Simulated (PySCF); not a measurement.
Coordinates in bohr (charge 1 multiplicity 5):
```
Pd    0.0000    0.0000    0.0000
Cl    4.2092    0.0000    0.0000
Cl   -2.1046    3.6453    0.0000
Cl   -2.1046   -3.6453    0.0000
```

All numbers come from PySCF, UPBE0, basis Pd def2-SVP with ECP28, Cl def2-SVP (scalar-relativistic core potentials, no spin–orbit coupling, density fitting).

This geometry of PdCl₃⁺ is a stationary point at this level.

Q: What is the point group?

A: D3h.

Q: Is it a minimum?

A: Yes: all harmonic wavenumbers are real.

Q: List the harmonic modes with their infrared intensities.

A: 
```
symmetry  ω (cm⁻¹)  IR (km/mol, summed over degenerate members)     type
    a2''        67                                          0.2     bend
      e'        68                                          1.2     bend
     a1'       331                                          0.0  stretch
      e'       335                                          5.5  stretch
```

Q: What are the dipole moment and the gap between the highest occupied and lowest empty levels of either spin?

A: 0.00 D about the centre of mass and 2.36 eV.

Q: Give the ideal-gas entropy at 298.15 K and 1 bar by parts.

A: translation 175.6, rotation 105.9, vibration 68.4, spin 13.4; total 363.3 J/(mol K).

In D3h the vibrations span a2'' + 2e' + a1'. The a1' mode carries no infrared intensity, as symmetry demands.

This need not be the most stable arrangement of these atoms. Open d and f shells are described by one determinant, and the ground state may have another occupation or spin. At this level a triplet minimum of Cs symmetry lies 43 kJ/mol below this structure.
